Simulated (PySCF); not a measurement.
**One molecule, a ladder of functionals, a line**

Molecule: `BNCBF`, CH6B2FN.

Molfile (atoms numbered from 1):
```
CH6B2FN
     RDKit          3D

 11 10  0  0  0  0  0  0  0  0999 V2000
   -1.9278   -0.0318    0.2084 B   0  0  0  0  0  0  0  0  0  0  0  0
   -0.5951   -0.3356    0.4488 N   0  0  0  0  0  0  0  0  0  0  0  0
    0.4994   -0.2764   -0.4915 C   0  0  0  0  0  0  0  0  0  0  0  0
    1.7764    0.4937   -0.0186 B   0  0  0  0  0  0  0  0  0  0  0  0
    1.8425    0.9527    1.2201 F   0  0  0  0  0  0  0  0  0  0  0  0
   -2.2617    0.2989   -0.9082 H   0  0  0  0  0  0  0  0  0  0  0  0
   -2.7165   -0.1050    1.1221 H   0  0  0  0  0  0  0  0  0  0  0  0
   -0.3131   -0.5831    1.3914 H   0  0  0  0  0  0  0  0  0  0  0  0
    0.1512    0.1769   -1.4364 H   0  0  0  0  0  0  0  0  0  0  0  0
    0.8435   -1.2892   -0.7976 H   0  0  0  0  0  0  0  0  0  0  0  0
    2.7399    0.6646   -0.7320 H   0  0  0  0  0  0  0  0  0  0  0  0
  1  2  1  0
  2  3  1  0
  3  4  1  0
  4  5  1  0
  1  6  1  0
  1  7  1  0
  2  8  1  0
  3  9  1  0
  3 10  1  0
  4 11  1  0
M  END
```

GIAO shieldings (ppm, equivalent atoms averaged) in PySCF 2.14 on the PBE0-D3(BJ)/def2-SVP geometry, basis pcSseg-2, gas phase, non-relativistic:

```csv
functional,exact exchange (%),σ(B4),σ(B1),σ(N2),σ(C3)
BLYP,0,34.8,54.2,115.8,121.2
BP86,0,37.6,56.6,120.5,125.8
PBE,0,36.2,55.6,119.6,125.5
B3LYP,20,39.9,57.4,125.5,127.9
mPW1PW91,25,43.1,60.0,131.4,133.3
BHandHLYP,50,47.7,62.8,138.8,136.4
HF,100,62.3,73.7,159.3,149.3
```

**Question.** Fit each shielding as a line in the percentage of exact exchange.

**Answer.** σ(B4) = 35.9 + 0.26 x (rms 1.0 ppm); σ(B1) = 55.1 + 0.18 x (rms 1.0 ppm); σ(N2) = 118.8 + 0.41 x (rms 1.7 ppm); σ(C3) = 124.4 + 0.25 x (rms 1.8 ppm). The functionals also differ in their semilocal parts, which the line can't hold; Hartree–Fock has no correlation at all.

**Question.** What does the line predict for PBE0 (25 %), and what does the run give?

**Answer.** σ(B4): 42.4 predicted, 42.8 computed; σ(B1): 59.6 predicted, 59.9 computed; σ(N2): 129.1 predicted, 131.5 computed; σ(C3): 130.7 predicted, 133.5 computed ppm.
